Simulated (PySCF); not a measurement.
Gas-phase equilibrium of 1 mol NaCl, 33 mol H2O at 1200 K and 10.0 bar, among 21 species (ClO, O2, HCl, O, HO2, H2O, H, HOCl, Na, H2O2, O3, Na2, H2, Na2(OH)2, NaCl, NaOH, Cl, Cl2, Na2O, Na2Cl2, OH). Only gases are allowed; each row takes one source of thermochemistry for all species, and Cantera finds the minimum.

Energies from PySCF, thermal terms from the rigid-rotor harmonic-oscillator model, ideal gas at 1 bar. The comparison is the NASA 1993 polynomial table, which mixes measured and estimated data. After a fit of one offset per element over all species, the range-separated, M06-2X, PBE0/def2-QZVP and CCSD(T)/def2-TZVPP enthalpies, where run, lie to one side of the table for NaOH (+16 kJ/mol): a fault of the table's entry, another state or a shared error of the levels is possible; this was not checked at source. S°(298 K) at PBE0/def2-TZVP differs from the NASA 1993 table for NaOH (+8 J/mol/K); whether the harmonic model or the table's entry is off was not settled. † marks an energy on the PBE0/def2-TZVP geometry and frequencies; other levels use their own. The species in the table below are closed-shell singlets. The harmonic model lacks anharmonicity and excited electronic states, which grow with temperature; levels with a mode under 35 cm⁻¹ are left out. Soft modes under 120 cm⁻¹ make the harmonic entropy rough for Na2Cl2. The table's entry may be an old estimate for NaOH, Na2Cl2 (not checked at source).

Molecules larger than those listed are left out. Table species left out: NaH, NaO.

With table thermochemistry: H2O 0.98, Na2Cl2 0.013, NaCl 0.0033, HCl 8.3e-5, NaOH 8.1e-5.

Question: How far does the composition move with the other sources (BLYP/def2-TZVP†, PBE0/def2-QZVP†, PBE0/def2-TZVP, LDA/def2-TZVP†)?

Answer: 
```csv
thermochemistry,x H2O,x Na2Cl2,x NaCl,x HCl,x NaOH
table,0.98,0.013,0.0033,8.3e-5,8.1e-5
BLYP/def2-TZVP†,0.98,0.012,0.0057,0.00030,0.00014
PBE0/def2-QZVP†,0.98,0.013,0.0038,8.2e-5,5.2e-5
PBE0/def2-TZVP,0.98,0.013,0.0032,9.6e-5,4.9e-5
LDA/def2-TZVP†,0.98,0.014,0.0018,0.00023,4.6e-5
```
The most sensitive of these is HCl: it spans a factor of 10^0.6 over these rows; at this temperature one factor of ten is RT ln 10 = 23 kJ/mol.
